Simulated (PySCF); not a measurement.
## Removing the step error of a finite difference

System: H₇FSi₃, singlet, at a GFN2-xTB geometry. Level: PBE0/6-31G, polarisability run with PySCF. Sums are taken with unrounded values, so a last digit can differ.

Second differences of the energy in a field along z gave a polarisability along z of 59.208 bohr³ at step 0.02 and 59.368 bohr³ at step 0.05 (atomic units).

Problem. Extrapolate to zero step.

Solution. The leading error of a symmetric difference goes as h², so A(h) = A0 + c h². Then c = (59.368 - (59.208))/(0.05² - 0.02²) = 76.1 (atomic units) and A0 = 59.208 - c × 0.02² = 59.178 bohr³. The analytic value from the same program and level is 59.179 bohr³: the smaller step missed it by 0.030, the extrapolation by -0.001.
